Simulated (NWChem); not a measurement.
A calculation on H$_{6}$GeSn

```xyz
8

Sn    -0.1004     1.0390     0.0000
Ge     0.1527    -1.5787     0.0000
H      0.6420     1.7202     1.3956
H     -1.7634     1.4833     0.0000
H      0.6420     1.7202    -1.3956
H      1.6424    -1.9825     0.0000
H     -0.5150    -2.1878    -1.2512
H     -0.5150    -2.1878     1.2512
```
Charge 0, spin multiplicity 1.

All runs are NWChem calculations. Structure: optimised with B3LYP/def2-SVP with def2 effective core potentials on Sn, with no frequency check, so it may be a saddle point.

Symmetry labels belong to the abelian group Cs used in the runs, with the axes of the coordinates shown; states degenerate in a higher group split over its labels.

Effective core potentials replace the inner electrons of Sn; spin-orbit coupling is left out. The structure started from a generated list of species.

Problem. List the lowest 5 singlet excitations that CIS/def2-SVP with def2 effective core potentials on Sn gives, with oscillator strengths.

Solution. 
```tsv
state	symmetry	energy (eV)	wavelength (nm)	f
1	a'	7.90	157	0.073
2	a"	7.90	157	0.073
3	a'	8.32	149	1.497
4	a"	9.41	132	0.000
5	a'	9.45	131	0.059
```
